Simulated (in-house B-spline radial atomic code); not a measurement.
**wB97X excitations of Ru IX (Ru8+)**

Method: wB97X. Computed with an all-electron radial atomic-structure program (B-spline basis): linear response of the closed shell [Ar] 3d10 4s2 4p6 with the functional's adiabatic kernel; scalar-relativistic (spin-free one-electron X2C), finite nucleus, no spin-orbit coupling, no double excitations, S, P, D and F terms only; shells from n = 2 respond. Only terms of natural parity with L up to 3 were computed.

Command:
```bash
python run_td.py task.json out
```
Settings (radii: box in bohr, nucleus in fm):
```
Z                        44
electrons                36
configuration            [Ar] 3d10 4s2 4p6
hamiltonian              x2c
method                   wb97x
box_radius               11.59
rms_radius               4.4809
intervals                69
```

Time taken, with all properties: 3.6 s on 1 thread of Arm Neoverse N1, on a shared host.

The lowest states, in the order of their Tamm-Dancoff energies; the method's threshold (minus the highest occupied level) is 174.52 eV. Labels give the largest channel, * marks a mixed state, and oscillator strengths are full-response dipole values. Semilocal kernels can invert the small singlet-triplet splittings of Rydberg terms. Energies in eV:

```
     state  full response  Tamm-Dancoff  oscillator strength
4p → 4d 3P          46.40         46.51                    -
4p → 4d 3F          47.06         47.22                    -
4p → 4d 1F          50.22         50.24                    -
4p → 4d 1P          61.74         63.90                 5.34
4s → 4d 3D          81.12         81.19                    -
4p → 5s 3P          81.76         81.79                    -
4p → 5s 1P          82.38         82.42                0.566
4s → 4d 1D              ?             ?                    -
4p → 5p 3S          91.87         91.92                    -
4p → 5p 3D          92.84         92.86                    -
4p → 5p 1D          93.14         93.16                    -
4p → 4f 3D          96.27         96.30                    -
4p → 5p 1S          96.29         96.52                    -
4p → 4f 1D         100.95        101.16                    -
4p → 5d 3P         109.08        109.10                    -
4p → 5d 3F         109.37        109.39                    -
4p → 5d 1F         109.81        109.82                    -
4p → 5d 1P         110.92        111.14              0.00166
4s → 5s 3S         115.68        115.70                    -
4s → 5s 1S         117.14        117.22                    -
4p → 6s 3P              ?             ?                    -
4p → 6s 1P         119.38        119.39                0.128
```

(1) Where does 4s → 4d 1D lie?

(2) Where does 4p → 6s 3P lie?

(3) How large is the singlet-triplet splitting of 4p → 4d (F terms) in Tamm-Dancoff?

(4) What polarisabilities and dispersion coefficient does the method give?

## Answers

(1) At 85.28 eV in full response, 85.39 eV in Tamm-Dancoff.

(2) At 118.98 eV in full response, 118.99 eV in Tamm-Dancoff.

(3) 3.02 eV, from the unrounded values.

(4) Dipole 1.176 bohr³, quadrupole 1.278 bohr⁵, C6 2.619 hartree·bohr⁶ for two such species.
